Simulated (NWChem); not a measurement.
All runs are NWChem calculations. System: F3Sb, charge 1, spin multiplicity 2, at the geometry of a parent with another charge or spin, in a state set for the comparison that need not be this species' ground state. Its SCF solution wasn't tested for a lower state.

Job file:

```
start mol
memory heap 100 mb stack 700 mb global 1900 mb
charge 1
geometry units angstroms nocenter noautoz
  Sb     0.003667     0.347336     0.000000
  F     -0.838987    -0.647300     1.441241
  F     -0.838987    -0.647300    -1.441241
  F      1.657197    -0.673638     0.000000
  symmetry group Cs
end
basis spherical
  * library def2-svp
end
ecp
  Sb library def2-ecp
end
scf
  rohf
  nopen 1
  maxiter 100
  thresh 1e-7
  semidirect memsize 60000000 filesize 0
  # guess.movecs holds the orbitals of an unrestricted PBE0 run
  vectors input guess.movecs swap 21 25 output mol.movecs
end
tce
  freeze core 7
  ccsd(t)
  2eorb
  2emet 13
  thresh 1e-6
  maxiter 100
  tilesize 24
end
task tce energy
```

The output up to the point where the run's verdict is printed (cleaned and shortened):

```
             Northwest Computational Chemistry Package (NWChem) 7.3.0
             --------------------------------------------------------

                                NWChem Input Module
                                -------------------

 Scaling coordinates for geometry "geometry" by  1.889725989
 (inverse scale =  0.529177249)

 Turning off AUTOSYM since
 SYMMETRY directive was detected!

                             Geometry "geometry" -> ""
                             -------------------------

 Output coordinates in angstroms (scale by  1.889725989 to convert to a.u.)

  No.       Tag          Charge          X              Y              Z
 ---- ---------------- ---------- -------------- -------------- --------------
    1 Sb                  51.0000     0.00366700     0.34733600     0.00000000
    2 F                    9.0000    -0.83898700    -0.64730000     1.44124100
    3 F                    9.0000    -0.83898700    -0.64730000    -1.44124100
    4 F                    9.0000     1.65719700    -0.67363800     0.00000000

 Effective nuclear repulsion energy (a.u.)     419.5731699038

            Nuclear Dipole moment (a.u.)
            ----------------------------
        X                 Y               Z
 ---------------- ---------------- ----------------
     0.0000453534    -0.0000113384     0.0000000000

      Symmetry information
      --------------------

 Group name             Cs
 Group number              2
 Group order               2
 No. of unique centers     3

      Symmetry unique atoms

     1    2    4


 Summary of "ao basis" -> "" (spherical)
 ------------------------------------------------------------------------------
       Tag                 Description            Shells   Functions and Types
 ---------------- ------------------------------  ------  ---------------------
 *                          def2-svp                  on all atoms

 Summary of "ao basis" -> "ao basis" (spherical)
 ------------------------------------------------------------------------------
       Tag                 Description            Shells   Functions and Types
[...]
   43   0.0102845578460  -0.7076703879306     1.0     1.0
   44   0.1650084513823  -0.7076528283039     1.0     1.0
   45   3.8905740948969  -0.7077353093135     1.0     1.0
   46   0.0010143385581  -0.7076632682397     1.0     1.0
   47   0.0028571031206  -0.7076633123703     1.0     1.0
   48   0.0169767258667  -0.7076690434595     1.0     1.0
   49   0.2832291772260  -0.7076783595042     1.0     1.0
   50   6.0064041147824  -0.7073955182176     1.0     1.0
   51   0.0010119495044  -0.7076632595303     1.0     1.0
   52   0.0026828415507  -0.7076631592982     1.0     1.0
   53   0.0101112276755  -0.7076705266570     1.0     1.0
   54   0.1595676395542  -0.7076558605320     1.0     1.0
   55   3.7039718915000  -0.7077369428094     1.0     1.0
   56   0.0010022660429  -0.7076639914503     1.0     1.0
   57   0.0027127228753  -0.7076646284105     1.0     1.0
   58   0.0139900202814  -0.7076698509157     1.0     1.0
   59   0.2310954208621  -0.7076754089432     1.0     1.0
   60   5.0095455924855  -0.7074665442422     1.0     1.0
   61   0.0009998451108  -0.7076640972429     1.0     1.0
   62   0.0026069410279  -0.7076646847806     1.0     1.0
   63   0.0101914511537  -0.7076711479032     1.0     1.0
   64   0.1614906954957  -0.7076571798635     1.0     1.0
   65   3.6973151474678  -0.7077451092835     0.9     0.9
   66   0.0009937555386  -0.7076646337189     0.9     0.9
   67   0.0026066684222  -0.7076655241436     1.0     1.0
   68   0.0118260412896  -0.7076704996661     1.0     1.0
   69   0.1898734311180  -0.7076736759981     1.0     1.0
   70   4.1667379662485  -0.7075132760669     1.0     1.0
   71   0.0009905286290  -0.7076648930097     1.0     1.0
   72   0.0025469819992  -0.7076657810036     1.0     1.0
   73   0.0104053115726  -0.7076717686060     1.0     1.0
   74   0.1658488845405  -0.7076579497272     1.0     1.0
   75   3.7408918908813  -0.7077545528447     1.0     1.0
   76   0.0009869495971  -0.7076652028350     1.0     1.0
   77   0.0025238478088  -0.7076662365757     1.0     1.0
   78   0.0102261884844  -0.7076710581332     1.0     1.0
   79   0.1573254084635  -0.7076724247470     1.0     1.0
   80   3.4777817715983  -0.7075487213445     1.0     1.0
   81   0.0009824190451  -0.7076656456364     1.0     1.0
   82   0.0024962449386  -0.7076667068427     1.0     1.0
   83   0.0107115265281  -0.7076723740412     1.0     1.0
   84   0.1713860132633  -0.7076584171854     1.0     1.0
   85   3.7998133972413  -0.7077655525032     1.0     1.0
   86   0.0009806626280  -0.7076657616325     1.0     1.0
   87   0.0024525377330  -0.7076669012843     1.0     1.0
   88   0.0090292930661  -0.7076715859183     1.0     1.0
   89   0.1317101461278  -0.7076715888759     1.0     1.0
   90   2.9239497705163  -0.7075761383271     1.0     1.0
   91   0.0009745223418  -0.7076664102093     1.0     1.0
   92   0.0024485214055  -0.7076675909161     1.0     1.0
   93   0.0110982686287  -0.7076730069011     1.0     1.0
   94   0.1778676873354  -0.7076586891128     1.0     1.0
   95   3.8651039965673  -0.7077785205151     1.0     1.0
   96   0.0009741116457  -0.7076663701562     1.0     1.0
   97   0.0023840918025  -0.7076676017996     1.0     1.0
   98   0.0081090539472  -0.7076721382152     1.0     1.0
   99   0.1114481132128  -0.7076711163701     1.0     1.0
  100   2.4805766588548  -0.7075978719701     1.0     1.0
  0 ga offset                   0 size_xx_perproc                 799mx    1
 WRITE TENSOR
  filename: ./mol.t1amp.000000
  unit nr:       79
  file size:            799
  rec_mem (KB):     2048
  rec_size:         262144
  number of tasks:            1
  0 ga offset                   0 size_xx_perproc              613460mx    1
 WRITE TENSOR
  filename: ./mol.t2amp.000000
  unit nr:       80
  file size:         613460
  rec_mem (KB):     2048
  rec_size:         262144
  number of tasks:            3
 ------------------------------------------------------------------------
```

The run did not converge; its last values are not results. The next line reads: ccsd_energy_loc: maxiter exceeded 101. NWChem stopped with the message: ccsd_energy_loc: maxiter exceeded 101.
